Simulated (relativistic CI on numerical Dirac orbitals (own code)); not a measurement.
Calculated at this level of theory: Dirac-Coulomb-Breit CI, orbitals from a KLI potential per configuration, a model potential for QED, unscaled Slater integrals (own radial code, finite nucleus).

Configurations in the expansion (outside the closed core 1s2): 2s², 2s2p, 2p², 2p3s, 2p3p, 2s3s, 2s3p, 2s3d, 2s4s, 2s4p, 2s4d, 2s4f, 2s5s, 2s5p, 2s5d, 2s5f, 2s5g, 3s², 3s3p, 3p². Levels of other configurations are missing.

At this charge energies of transitions that change n are usually good to better than 1 %, and those within a shell (Δn = 0) to a few per cent.

Outline of the computed level scheme of Al X. Lowest level of each configuration: 2s² ¹S0 at 0.000 eV; 2s2p ³P°0 at 19.380 eV; 2p² ³P0 at 50.510 eV; 2s3s ³S1 at 229.892 eV; 2s3p ¹P°1 at 238.886 eV; 2s3d ³D1 at 243.756 eV; 2p3s ³P°0 at 254.551 eV; 2p3p ¹P1 at 259.723 eV; 2s4s ³S1 at 306.892 eV.

Some strong electric-dipole decays among the lowest 36 levels: 2s3d ³D3 → 2s2p ³P°2 (9.5e+11 s⁻¹); 2s3d ³D2 → 2s2p ³P°1 (7.1e+11 s⁻¹); 2s3d ¹D2 → 2s2p ¹P°1 (6.5e+11 s⁻¹); 2s3d ³D1 → 2s2p ³P°0 (5.3e+11 s⁻¹); 2s3p ¹P°1 → 2s² ¹S0 (4.4e+11 s⁻¹); 2p3p ¹D2 → 2s2p ¹P°1 (4.1e+11 s⁻¹); 2s3d ³D1 → 2s2p ³P°1 (4.0e+11 s⁻¹); 2p3p ¹S0 → 2s2p ¹P°1 (3.0e+11 s⁻¹).
